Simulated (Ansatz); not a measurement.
Molecule: PbCl (charge 0, doublet). 
Coordinates optimised at B3LYP-D3(BJ)/def2-TZVP (Ansatz, a quantum-chemistry and plane-wave program):
SMILES: [Cl][Pb]
```xyz
2

Pb     0.0000     0.0000    -0.4277
Cl     0.0000     0.0000     2.0631
```
Charge 0, spin multiplicity 2.

Basis-set convergence of Hartree-Fock and CCSD(T) correlation energies (hartree) with Ansatz. Cores are frozen in the correlated levels unless marked. Open shells are spin-unrestricted. No spin-orbit coupling. Frozen are the shells of the preceding noble gas and the d and f shells that filled before the atom's block. In def2 rows, elements after Kr have scalar-relativistic effective core potentials.

```tsv
basis	functions	E(HF)	E(corr, CCSD(T))
def2-SVPD	59	-651.24956	-0.21356
def2-TZVPPD	107	-651.40314	-0.27825
def2-QZVPPD	167	-651.41658	-0.30156
```

Extrapolating the two largest sets (X = 3 and 4) as X^-3: E(corr) = (64·(-0.30156) - 27·(-0.27825))/37 = -0.3186 Eh, an estimate of the basis-set limit. The largest set recovers 94.7 % of it, the smallest 67.0 %.
